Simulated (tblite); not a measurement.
Species: C₈H₉O (doublet state).
Geometry (GFN2-xTB, Å), atoms numbered from 1 in this order:
```
atom  x, y, z in Å
C1    -2.5961   -0.2956    0.9261
C2    -1.7532    0.3212   -0.1696
O3    -2.2671    0.9725   -1.0698
C4    -0.3133    0.1178   -0.1234
C5     0.3429   -0.6031    0.8569
C6     1.7177   -0.7615    0.8481
C7     2.5015   -0.1833   -0.1767
C8     1.9268    0.5337   -1.1663
C9     0.4634    0.7526   -1.2346
H10   -3.6398   -0.0513    0.7461
H11   -2.4789   -1.3771    0.9307
H12   -2.3006    0.0956    1.8971
H13   -0.2225   -1.0589    1.6559
H14    2.1999   -1.3302    1.6276
H15    3.5720   -0.3258   -0.1536
H16    2.5226    0.9772   -1.9507
H17    0.0725    0.3917   -2.1982
H18    0.2432    1.8309   -1.2573
```

The geometry is computed with GFN2-xTB (gas phase). This method treats the open shell by occupation alone, without spin polarisation.

Masses are those of the commonest isotopes; rigid-rotor values at the optimised geometry. The values belong to one conformer with, in the numbering `[CH3:1][C:2](=[O:3])[C:4]1=[CH:5][CH:6][CH:7]=[CH:8][CH2:9]1`, C1–C2–C4–C5 0°.

Problem. What are A, B and C (MHz)?

Solution. Ia = 142.81, Ib = 415.95, Ic = 552.60 u·Å²; 505379 MHz·u·Å²/I gives A = 3539, B = 1215, C = 914.6 MHz.

Problem. What kind of rotor is it?

Solution. An asymmetric top. Ray's parameter κ = (2B − A − C)/(A − C) = -0.771; −1 is the prolate and +1 the oblate limit.

Problem. Is it planar, by Δ = Ic − Ia − Ib?

Solution. Not planar: Δ = Ic − Ia − Ib = -6.17 u·Å². For a rigid frame Δ = −2 Σ m c², so Σ m c² = 3.08 u·Å² lies off the ab plane, practically all of it from hydrogen. The atom farthest from that plane is 0.89 Å away.

Problem. Where do the levels up to J = 5 lie, in MHz?

Solution. Above 0(0,0):
J = 1: 1(0,1) 2130, 1(1,1) 4453, 1(1,0) 4754
J = 2: 2(0,2) 6361, 2(1,2) 8412, 2(1,1) 9313, 2(2,1) 16285, 2(2,0) 16312
J = 3: 3(0,3) 12642, 3(1,3) 14334, 3(1,2) 16135, 3(2,2) 22673, 3(2,1) 22808, 3(3,1) 35059, 3(3,0) 35061
J = 4: 4(0,4) 20900, 4(1,4) 22201, 4(1,3) 25194, 4(2,3) 31170, 4(2,2) 31565, 4(3,2) 43628, 4(3,1) 43639, 4(4,1) 60900, 4(4,0) 60900
J = 5: 5(0,5) 31059, 5(1,5) 31993, 5(1,4) 36457, 5(2,4) 41757, 5(2,3) 42641, 5(3,3) 54354, 5(3,2) 54397, 5(4,2) 71609, 5(4,1) 71609, 5(5,1) 93818, 5(5,0) 93818

For this open shell read J as N, the rotation without spin; fine and hyperfine splittings come on top. Its GFN2-xTB frequencies are all real (lowest 68 cm⁻¹). Zero-point vibration and centrifugal distortion are left out.
